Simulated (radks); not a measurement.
The numbers below are computed, except where a source is named.
The phosphorus anion P3-, [Ar], held by a Watson sphere: a shell of charge +3 at radius R that stands for the Madelung well of a crystal (potential energy -3/R inside, -3/r outside, in hartree with lengths in bohr). Level of theory: scalar-relativistic Kohn-Sham, LDA (Slater exchange, Perdew-Wang correlation), spin-polarised, spherical densities, point nucleus (a radial shooting solver on a logarithmic mesh with Libxc functionals). Response by self-consistent Sternheimer equations with the Hartree and adiabatic LDA kernel, the relativistic mass of each level held fixed and spin-orbit coupling left out. The sphere does not respond.

R (bohr)  e(2p) (eV)  e(3s) (eV)  e(3p) (eV)  <r> 3p (bohr)  sum of <r^2> (bohr^2)  X-ray form factor at sin(theta)/lambda = 0.1 1/angstrom  alpha (bohr^3)
1.91         -121.32     -17.071      -8.395          2.203                  44.78                                                   15.257           26.97
2.09         -120.97     -16.388      -8.031          2.277                  47.49                                                   15.126           30.43
2.3          -120.80     -15.630      -7.587          2.364                  50.79                                                   14.974           35.24
2.66         -120.76     -14.458      -6.822          2.511                  56.64                                                   14.723           45.68
3.12         -120.75     -13.217      -5.902          2.695                  64.41                                                   14.429           64.06
3.23         -120.74     -12.961      -5.698          2.738                  66.31                                                   14.364           69.47
